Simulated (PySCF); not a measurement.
# How methods differ on the excitation energy of Si²⁺

Si²⁺ [Ne] 3s2 (1S) → Si²⁺ [Ne] 3s1 3p1, s spin flipped, as a difference of total energies. Computed with PySCF 2.14 in x2c-TZVPPall, with the spin-free X2C one-electron Hamiltonian (Gaussian nucleus). Correlated levels: valence: [Ne] frozen; valence and next inner shell: 1s2 frozen. The calculations carry no spin-orbit coupling.

| method | excitation energy (eV) |
| --- | --- |
| UHF | 7.960 |
| LDA | 7.804 |
| PBE | 7.628 |
| PBE0 | 7.746 |
| r2SCAN | 7.439 |
| M06 | 7.996 |
| B2PLYP | 7.873 |
| BHandHLYP | 7.961 |
| BLYP | 7.665 |
| MP2 (valence) | 7.999 |
| SCS-MP2 (valence) | 8.006 |
| MP2 (valence and next inner shell) | 8.095 |
| SCS-MP2 (valence and next inner shell) | 8.083 |

Question: How much does correlation contribute at MP2 (valence and next inner shell)?

Answer: 8.095 − (7.960) = 0.135 eV, measured against UHF.

The upper determinant mixes two multiplicities, so it lies between the two terms.

The basis was made for the ground configuration and has no added diffuse functions, so the excitation energy can come out too high.
